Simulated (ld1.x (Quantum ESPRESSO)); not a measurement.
## Scattering properties, PAW potential for Tb (Z = 65)

```json
{"Element": "Tb", "Generator": "ld1.x (Quantum ESPRESSO) 7.5", "Type": "PAW", "Functional": "LDA (PZ)", "Relativity": "scalar-relativistic", "Frozen core": "[Xe]", "Valence charge": "11", "Reference configuration": "4f8 5d0 6s0 6p0 (charge +3)", "Partial waves": "6s (bound, empty): rcut 2.50, rcutus 3.20 bohr; 6s channel at -1 Ry: rcut 2.50, rcutus 3.20 bohr; 6p (bound, empty): rcut 2.25, rcutus 2.65 bohr; 6p channel at -0.9 Ry: rcut 2.25, rcutus 2.65 bohr; 5d (bound, empty): rcut 2.50, rcutus 2.85 bohr; 5d channel at 2.8 Ry: rcut 2.50, rcutus 2.85 bohr; 4f (bound): rcut 1.10, rcutus 1.88 bohr; 4f channel at -1.35 Ry: rcut 1.10, rcutus 1.88 bohr", "Local potential": "all-electron potential smoothed inside 1.50 bohr (lloc = -1)", "Core correction": "Bessel-smoothed model core, default radius (core density twice the valence density)", "Augmentation charge": "PSQ, inside the norm-conserving radii"}
```

The phase is arctan(r·u′/u) with u = r·R(r), unwrapped; energies in Ry, scanned from -5 to 5 Ry. A pole is an energy at which the radial function vanishes at the test radius. The pseudo phase is shifted by a multiple of π to meet the all-electron one at the reference energy, and phase errors are pseudo minus all-electron; the curves can meet again beyond the range given. Levels narrower than the energy grid can be missing from the lists of poles.

```
channel  radius (bohr)  reference energy (Ry)  poles, all-electron  poles, pseudo  unbroken range about the reference energy with phases within 0.05 rad  phase error 1 Ry above the reference energy (rad)
      s           3.51                  -1.68          -0.78, 4.42    -0.78, 0.99                                                              below 0.6                                             -0.000
      p           3.51                  -1.26          -3.87, 0.18     0.01, 4.44                                                            -3.7 to 0.4                                             -0.018
      d           3.51                  -1.84          -1.64, 1.94    -1.64, 1.93                                                             below -0.3                                             -0.010
      f           3.51                  -2.54    -2.53, 0.59, 4.55    -2.53, 0.62                                                              below 1.7                                             +0.000
```

The ghost test of this file was not conclusive. Its overlap operator is not positive definite in a basis up to 400 Ry (lowest eigenvalue s -0.03, p -0.31), so the file is unfit for use: the generalised eigenproblem breaks down once the basis is large enough, and its test numbers describe a broken file.

Phases in the f channel:

```tsv
E (Ry)	all-electron	pseudo
-5.00	1.430	1.430
-4.48	1.420	1.420
-3.96	1.408	1.408
-3.44	1.391	1.391
-2.92	1.368	1.368
-2.40	-1.790	-1.790
-1.88	-1.849	-1.849
-1.36	-1.955	-1.955
-0.84	-2.312	-2.312
-0.32	-4.027	-4.019
0.20	-4.588	-4.582
0.72	-4.742	-4.734
1.24	-4.854	-4.837
1.76	-5.038	-4.974
2.28	-5.999	-5.402
2.80	-7.479	-7.121
3.32	-7.704	-7.599
3.84	-7.788	-7.726
4.36	-7.839	-7.787
4.88	-7.879	-7.826
```
